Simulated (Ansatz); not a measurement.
The first iterations of a band of BrH + H4Sn (7 atoms, charge 0, multiplicity 1).

Computed with Ansatz 0.2.0, RKS PBE/def2-SVP.

```json
{
 "movable images": "5",
 "climbing image": "from the first iteration",
 "spring": "5.0 eV/Å²",
 "optimiser": "fire",
 "start path": "through a guess of the saddle point",
 "force threshold": "0.05 eV/Å",
 "iteration limit": "60",
 "end points": "relaxed"
}
```

Initial state:

```xyz
7
Properties=species:S:1:pos:R:3
Sn 0.320 0.000 -0.158
H 0.199 0.000 1.571
H 1.990 0.000 -0.587
H -0.446 1.415 -0.771
H -0.446 -1.415 -0.771
Br -3.390 0.000 1.920
H -1.979 0.000 2.204
```

Final state:

```xyz
7
Properties=species:S:1:pos:R:3
Sn -0.460 0.000 -0.798
H 0.011 0.000 3.641
H 0.876 0.000 0.290
H -0.527 1.431 -1.756
H -0.527 -1.431 -1.756
Br -2.542 0.000 0.635
H -0.583 0.000 3.152
```

| iteration | highest image above the first end (eV) | largest band force component (eV/Å) |
| --- | --- | --- |
| 1 | 1.986 | 4.550 |
| 2 | 1.888 | 2.185 |
| 3 | 1.722 | 2.139 |
| 4 | 1.664 | 1.267 |
| 5 | 1.562 | 1.430 |
| 6 | 1.525 | 0.858 |
| 7 | 1.456 | 1.355 |
| 8 | 1.428 | 0.728 |
| 9 | 1.377 | 0.991 |
| 10 | 1.356 | 0.630 |
| 11 | 1.316 | 0.915 |
| 12 | 1.300 | 0.553 |
| 13 | 1.269 | 0.697 |
| 14 | 1.228 | 0.654 |

Question: Does the band converge within its limit, and where does its top end?

Answer: The run converged. It ended after 42 iterations with the highest image 1.010 eV above the first end. Another band between the same ends (5 images) ends at a top of the same energy, where a vibrational analysis finds 2 clearly imaginary modes. The orbitals stay closed-shell, which can raise the energy where a bond breaks towards radicals; this wasn't checked here.

Run time: 7.6 min on 1 thread of Arm Neoverse V2, with other jobs on the host, peak memory 0.15 GiB.
